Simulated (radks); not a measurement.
Results of a calculation; reference values are marked as such.
Task: Species: the tantalum ion Ta6+. Configuration: [Kr] 4d10 4f13 5s2 5p5 6s1 (not the ground configuration). Code: a radial shooting solver on a logarithmic mesh with Libxc functionals. Model: non-relativistic Kohn-Sham, PBE, spin-polarised, spherical densities, point nucleus; open shells are filled with parallel spins first (spin-orbit coupling, left out, can overturn this in heavy ions); relativity is left out, which matters for an element this heavy. Some entries of the table are withheld. Estimate them.

orbital,occ.,eigenvalue (eV),<r^2> (bohr^2),<r> (bohr)
1s up,1,-62057.85,0.0005756,0.02075
1s down,1,-62057.71,0.0005756,0.02075
2s up,1,-10246.57,0.009023,0.08774
2s down,1,-10246.47,0.009023,0.08774
2p up,3,-9819.044,0.006676,0.07424
2p down,3,-9818.918,0.006675,0.07424
3s up,1,-2401.119,0.05673,0.2232
3s down,1,-2400.305,0.05672,0.2231
3p up,3,-2203.720,0.05253,0.2132
3p down,3,-2202.960,0.05251,0.2132
3d up,5,-1835.782,0.04095,0.1871
3d down,5,-1835.215,0.04093,0.1871
4s up,1,-550.0961,0.2790,0.4976
4s down,1,-548.8675,0.2790,0.4976
4p up,3,-468.0689,0.2897,0.5050
4p down,3,-466.8316,0.2896,0.5050
4d up,5,-318.8930,0.3155,0.5223
4d down,5,-317.6299,0.3154,0.5222
5s up,1,-143.3499,1.446,1.138
5s down,1,-141.6060,1.446,1.138
4f up,7,-125.0220,0.4279,0.5903
4f down,6,-123.6448,0.4269,0.5897
5p up,3,-117.9947,1.687,(1)
5p down,2,-116.2474,1.687,(2)
6s up,1,-59.2568,6.050,2.336
6s down,0,-57.4339,5.982,2.323

Result: 
(1) 5p up <r> (bohr): 1.227
(2) 5p down <r> (bohr): 1.227
